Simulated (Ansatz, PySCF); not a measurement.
CBrF2, SMILES F[C](F)Br (connectivity only; charge and spin as stated), charge +1, multiplicity 1. Atoms are numbered in the order given.

```xyz
4

F      0.0000     1.0600    -1.5240
C      0.0000     0.0000    -0.8558
F      0.0000    -1.0600    -1.5240
Br     0.0000     0.0000     0.9336
```
Charge +1, spin multiplicity 1.

Geometry optimised at B3LYP-D3(BJ)/def2-SVP. The multiplicity is an assumed one; other spin states were not compared. The isomer is the one that the SMILES or the coordinates give; other isomers of the formula were not compared.

Two levels are set side by side: PBE-D3(BJ)/def2-SVP (Ansatz, an electronic-structure program) and B3LYP-D3(BJ)/def2-SVP (Ansatz). Each level has its own optimised geometry; the coordinates shown are those of the second. Frequencies come from the Hessian of PySCF at each geometry. Differences are taken from unrounded values.

| quantity | B3LYP-D3(BJ) |
|---|---|
| mean bond length (Å) | 1.432 |
| bond F1–C2 (Å) | 1.253 |
| bond C2–F3 (Å) | 1.253 |
| bond C2–Br4 (Å) | 1.789 |
| highest harmonic wavenumber (cm⁻¹) | 1545 |
| mean harmonic wavenumber (cm⁻¹) | 852 |
| zero-point energy (kcal/mol) | 7.31 |

Question: What does PBE-D3(BJ) give, and how far is it from B3LYP-D3(BJ)? (An estimate is asked for; the answer gives what the named calculation found.)

Answer: 
```
quantity                            PBE-D3(BJ)  PBE-D3(BJ) minus B3LYP-D3(BJ)
----------------------------------  ----------  -----------------------------
mean bond length (Å)                     1.440                          0.008
bond F1–C2 (Å)                           1.264                          0.011
bond C2–F3 (Å)                           1.264                          0.011
bond C2–Br4 (Å)                          1.791                          0.002
highest harmonic wavenumber (cm⁻¹)        1494                            -51
mean harmonic wavenumber (cm⁻¹)            827                            -25
zero-point energy (kcal/mol)              7.09                          -0.22
```

GGA bonds tend to be longer and softer than those of functionals with exact exchange. Differences between two approximate levels are no errors against the true value.
